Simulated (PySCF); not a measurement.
**J couplings in N-methylpyridinium**

Molfile (atoms numbered from 1):
```
C6H8N
     RDKit          3D

 15 15  0  0  0  0  0  0  0  0999 V2000
    2.0293   -0.2143    0.0696 C   0  0  0  0  0  0  0  0  0  0  0  0
    0.5732   -0.0275    0.1169 N   0  0  0  0  0  0  0  0  0  0  0  0
   -0.2262   -1.1147    0.1394 C   0  0  0  0  0  0  0  0  0  0  0  0
   -1.5998   -0.9820    0.2129 C   0  0  0  0  0  0  0  0  0  0  0  0
   -2.1577    0.2958    0.2629 C   0  0  0  0  0  0  0  0  0  0  0  0
   -1.3160    1.4061    0.2386 C   0  0  0  0  0  0  0  0  0  0  0  0
    0.0522    1.2144    0.1647 C   0  0  0  0  0  0  0  0  0  0  0  0
    2.3876   -0.5448    1.0544 H   0  0  0  0  0  0  0  0  0  0  0  0
    2.2756   -0.9676   -0.6887 H   0  0  0  0  0  0  0  0  0  0  0  0
    2.5080    0.7344   -0.1952 H   0  0  0  0  0  0  0  0  0  0  0  0
    0.2716   -2.0852    0.0969 H   0  0  0  0  0  0  0  0  0  0  0  0
   -2.2217   -1.8785    0.2277 H   0  0  0  0  0  0  0  0  0  0  0  0
   -3.2411    0.4240    0.3191 H   0  0  0  0  0  0  0  0  0  0  0  0
   -1.7095    2.4232    0.2742 H   0  0  0  0  0  0  0  0  0  0  0  0
    0.7617    2.0431    0.1418 H   0  0  0  0  0  0  0  0  0  0  0  0
  1  2  1  0
  2  3  2  0
  3  4  1  0
  4  5  2  0
  5  6  1  0
  6  7  2  0
  7  2  1  0
  1  8  1  0
  1  9  1  0
  1 10  1  0
  3 11  1  0
  4 12  1  0
  5 13  1  0
  6 14  1  0
  7 15  1  0
M  CHG  1   2   1
M  END
```

Method: B3LYP/pcJ-1 (spin–dipole term only in couplings to heteroatoms)//PBE0-D3(BJ)/def2-SVP, PySCF 2.14; isolated molecule, single conformer, non-relativistic. Couplings are averaged over pairs made equivalent by symmetry, fast rotation or ring inversion, so a value needn't be that of the named pair in this geometry, while other rotamers aren't included; one pair stands for each set, and the list holds a selection of those of at least 0.8 Hz over up to four bonds.

Isotopes: ¹³C, ¹H, ¹⁵N.

```tsv
pair	bonds	J (Hz)
C1, N2	1	-9.3
C1, H8	1	153.6
N2, C3	1	?
C3, C4	1	?
C3, H11	1	?
C4, C5	1	57.5
C4, H12	1	?
C5, H13	1	185.1
C1, C3	2	2.3
N2, C4	2	1.8
C3, C5	2	-2.0
C3, C7	2	?
C3, H12	2	5.8
C4, H11	2	3.9
C4, H13	2	1.9
H8, H9	2	?
C1, C4	3	2.3
N2, C5	3	-5.6
N2, H12	3	-4.8
C3, H8	3	4.9
C3, H15	3	5.7
C4, H14	3	8.1
H12, H13	3	?
C3, H14	4	?
H11, H13	4	1.1
H11, H15	4	1.6
```

Task: Estimate the withheld couplings, with signs.

Result: 
- ¹J(N2,C3) = -14.5 Hz (bond length 1.350 Å)
- ¹J(C3,C4) = 65.3 Hz (bond length 1.382 Å)
- ¹J(C3,H11) = 200.3 Hz (bond length 1.092 Å, sp2 carbon)
- ¹J(C4,H12) = 188.6 Hz (bond length 1.091 Å, sp2 carbon)
- ²J(C3,C7) = -1.8 Hz (angle at N2 121°)
- ²J(H8,H9) = -15.6 Hz
- ³J(H12,H13) = 8.8 Hz (dihedral angle 0°)
- ⁴J(C3,H14) = -1.3 Hz
